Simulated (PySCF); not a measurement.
## How methods differ on the ionisation energy of Br⁺

Br⁺ [Ar] 3d10 4s2 4p4 (3P) → Br²⁺ [Ar] 3d10 4s2 4p3 (4S), as a difference of total energies. All numbers are calculated (PySCF 2.14, a scalar-relativistic core potential, in aug-cc-pVTZ-PP with ECP10MDF). Correlated levels: valence: 3s2 3p6 3d10 frozen. The calculations carry no spin-orbit coupling.

```json
{"method": "UHF", "ionisation energy (eV)": "20.231", "error (eV)": "-1.178"}
{"method": "MP2 (valence)", "ionisation energy (eV)": "20.933", "error (eV)": "-0.476"}
{"method": "SCS-MP2 (valence)", "ionisation energy (eV)": "21.004", "error (eV)": "-0.405"}
{"method": "CCSD (valence)", "ionisation energy (eV)": "21.052", "error (eV)": "-0.357"}
{"method": "CCSD(T) (valence)", "ionisation energy (eV)": "21.079", "error (eV)": "-0.330"}
```

Reference: 21.409 eV (measured; NIST levels, between the centres of gravity of the two terms).

Errors of the correlated levels include the incompleteness of this basis and the frozen core.
